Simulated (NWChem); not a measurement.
C2H5FOSi; SMILES F[SiH2]CC=O

```xyz
10

O      0.2792    -2.3898     0.5207
C      0.4119    -1.5447    -0.3381
C     -0.6361    -0.5224    -0.6893
Si    -0.4546     1.0794     0.3071
F      0.9277     1.8123    -0.1016
H      1.3617    -1.4620    -0.9115
H     -0.5962    -0.2723    -1.7570
H     -1.6286    -0.9250    -0.4478
H     -0.4251     0.7776     1.7573
H     -1.5858     1.9808    -0.0278
```
Atoms are numbered in this order, from 1.

Computed with NWChem. Geometry: optimised at B3LYP/6-31G* (spherical d). LC-ωPBE (HJS hole) with def2-SVP; x = 1 − exp(−ω/0.25 bohr⁻¹) is a scale chosen for this fit.

```
row           x  −ε(HOMO) (eV)
--------  -----  -------------
ω = 0.10  0.330           7.26
ω = 0.15  0.451           7.92
ω = 0.20  0.551           8.51
ω = 0.25  0.632       withheld
ω = 0.50  0.865          10.82
```

Question: Fit a straight line of the last column on the one before it, predict the withheld value, and compare with the run.

Answer: 
1. Means of the 4 shown rows: x = 0.5493, y = 8.627. Slope Σ(x − x̄)(y − ȳ)/Σ(x − x̄)² = 1.061/0.1574 = 6.742; intercept 4.924.
2. The shown rows scatter about the line by 0.094 (root mean square); the largest residual is -0.13, at ω = 0.20.
3. At x = 0.632 (ω = 0.25; inside the shown range) the line gives 9.18.
4. The run gives 9.03, -0.15 from the line, 1.6 times the scatter.
